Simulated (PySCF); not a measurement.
**How the method changes the constants of GeH⁻**

State: ³Σ⁻ (triplet), unpaired electrons π ↑↑. Set-up: Ge aug-pcseg-1, H aug-pcseg-1; no relativity (PySCF 2.14). De refers to Ge⁻ + H in their high-spin ground configurations, without counterpoise correction. The functionals are run spin-unrestricted. A positive dipole points towards H; it is taken about the centre of mass and depends on that origin.

```json
{"Level": "UHF", "Re (Å)": "1.615", "ωe (cm⁻¹)": "1785", "De (eV)": "n/a", "μ (D)": "-0.30"}
{"Level": "UHF-MP2", "Re (Å)": "1.617", "ωe (cm⁻¹)": "1760", "De (eV)": "2.41", "μ (D)": "n/a"}
{"Level": "UHF-SCS-MP2", "Re (Å)": "1.622", "ωe (cm⁻¹)": "1736", "De (eV)": "2.53", "μ (D)": "n/a"}
{"Level": "UHF-CCSD", "Re (Å)": "1.628", "ωe (cm⁻¹)": "1696", "De (eV)": "2.54", "μ (D)": "n/a"}
{"Level": "UHF-CCSD(T)", "Re (Å)": "1.631", "ωe (cm⁻¹)": "1682", "De (eV)": "2.57", "μ (D)": "n/a"}
{"Level": "LDA", "Re (Å)": "1.636", "ωe (cm⁻¹)": "1694", "De (eV)": "3.17", "μ (D)": "-0.64"}
{"Level": "PBE", "Re (Å)": "1.648", "ωe (cm⁻¹)": "1651", "De (eV)": "2.77", "μ (D)": "-0.68"}
{"Level": "r²SCAN", "Re (Å)": "1.625", "ωe (cm⁻¹)": "1732", "De (eV)": "2.83", "μ (D)": "-0.51"}
{"Level": "PBE0", "Re (Å)": "1.630", "ωe (cm⁻¹)": "1724", "De (eV)": "2.74", "μ (D)": "-0.54"}
{"Level": "M06", "Re (Å)": "1.642", "ωe (cm⁻¹)": "1657", "De (eV)": "n/a", "μ (D)": "-0.65"}
{"Level": "HSE06", "Re (Å)": "1.631", "ωe (cm⁻¹)": "1719", "De (eV)": "2.75", "μ (D)": "-0.56"}
{"Level": "M06-2X", "Re (Å)": "1.631", "ωe (cm⁻¹)": "1734", "De (eV)": "2.77", "μ (D)": "-0.55"}
```

Problem. Which functional lies closest to UHF-CCSD(T) in De, which farthest, and by how much do they differ from it?

Solution. Closest is PBE0 (-0.1 pm in Re, +2.5 % in ωe, +0.17 eV in De against UHF-CCSD(T) in the same basis), farthest LDA (+0.5 pm in Re, +0.7 % in ωe, +0.60 eV in De). CCSD(T) converges more slowly with the basis than the functionals do and binds too weakly in this one, so the order can change at the basis-set limit.

Problem. What does a quarter of exact exchange do here, going from PBE to PBE0?

Solution. PBE0 less PBE: -1.8 pm in Re, +4.4 % in ωe, -0.03 eV in De. Exact exchange removes part of the self-interaction that spreads semilocal densities, and in most molecules shortens and stiffens the bond and lowers De; so it does here.

Problem. What does the gradient correction do here, going from LDA to PBE?

Solution. PBE less LDA: +1.2 pm in Re, -2.5 % in ωe, -0.40 eV in De. The gradient correction favours the more uneven density of free atoms, so it tends to lengthen bonds and takes away much of the overbinding of LDA; so it does here.

Correlated steps freeze 9 core orbitals. Correlated levels converge slowly with the basis: in double zeta they bind strong bonds too weakly, by up to about 1 eV, and carry superposition errors of some tenths. Spin–orbit coupling is left out. For an ion De counts to the pair picked by the measured ionisation energies or electron affinities, which need not be the lowest pair at this level. The highest Kohn–Sham level is positive in this anion. Much of that is self-interaction error, but it also means that the finite basis helps to hold the extra electron. The state is the lowest determinant that a PBE0 search found; another state may lie lower at other levels.
